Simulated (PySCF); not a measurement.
AlCl2H3N, SMILES [Cl][Al+]([Cl])<-[NH3] (connectivity only; charge and spin as stated), charge +1, multiplicity 1.

Coordinates come from a ωB97X-D3(BJ)/def2-SVP optimisation. The spin state was assumed, not searched. The isomer is the one that the SMILES or the coordinates give; other isomers of the formula were not compared.

These are C-PCM-PBE0/def2-SVP run with PySCF 2.14.0 values and carry that method's errors.

The values are the electrostatic part of the solvation free energy, E(continuum) − E(gas) at the gas-phase geometry, in a cavity of scaled van der Waals radii (PySCF's table); cavitation and dispersion terms are not included. A continuum can't describe solvent molecules that bind to the metal. In vacuum the orbital gap is 8.04 eV.

Computed values in water (ε = 78.36), chlorobenzene (ε = 5.70), 2-propanol (ε = 19.26):
```
solvent            ε  ΔG(elec) (kcal/mol)  gap (eV)
-------------  -----  -------------------  --------
water          78.36                -75.6      8.78
chlorobenzene   5.70                -62.6      8.65
2-propanol     19.26                -72.4      8.75
```
